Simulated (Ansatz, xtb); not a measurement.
**Relative energy of two isomers of CH7ClOSi3**

Structure I: `O=C[SiH2][SiH2][SiH2]Cl`, a singlet. Structure II: `O=C[Si@@H](Cl)[SiH2][SiH3]`, a singlet. Both are isolated molecules in the gas phase, relaxed with r2SCAN-D4/def2-SVP, each in the lowest conformer that the search found.

Question: Estimate which is lower in electronic energy at CCSD(T)/def2-SVP + ΔMP2/def2-TZVPP, and by roughly how much.

Answer: Too close to call at this level: CCSD(T)/def2-SVP + ΔMP2/def2-TZVPP gives E(II) − E(I) = −0.06 kcal/mol.

How the difference moves with the method:

```csv
level,geometry,E(II) − E(I) (kcal/mol),departure from the last row (kcal/mol),"job, with rough time for the two"
r2SCAN-D4/def2-SVP,r2SCAN-D4/def2-SVP,−0.18,−0.12,"optimisation, 6.2 min"
HF/def2-SVP,r2SCAN-D4/def2-SVP,+0.06,+0.12,part of the CCSD(T) run
MP2/def2-SVP,r2SCAN-D4/def2-SVP,−0.63,−0.57,part of the CCSD(T) run
CCSD(T)/def2-SVP,r2SCAN-D4/def2-SVP,−0.43,−0.37,single point
CCSD(T)/def2-SVP + ΔMP2/def2-TZVPP,r2SCAN-D4/def2-SVP,−0.06,,"single point, 3.1 min"
```

As drawn, both hold the same kinds of bond in the same numbers.

The largest departure from CCSD(T)/def2-SVP + ΔMP2/def2-TZVPP is that of MP2/def2-SVP, 0.57 kcal/mol. Levels run at GFN2-xTB geometries aren't shown. The last row adds to CCSD(T) the change of the MP2 difference between the two basis sets, here +0.37 kcal/mol.

With thermal terms from frequencies at re-optimised GFN2-xTB minima (ideal gas, soft modes damped towards free rotors, one conformer each, 298.15 K, 1 atm): on the last row, ΔE + ΔZPE = −0.20, ΔH = −0.14, ΔG = −0.38 kcal/mol.

The correlated steps freeze 22 core orbitals. Mirror images aren't counted in ΔG. Codes used: Ansatz 0.2.0, xtb 6.7.1; the last row on 2 threads of AMD EPYC (Zen 3) on a shared host.
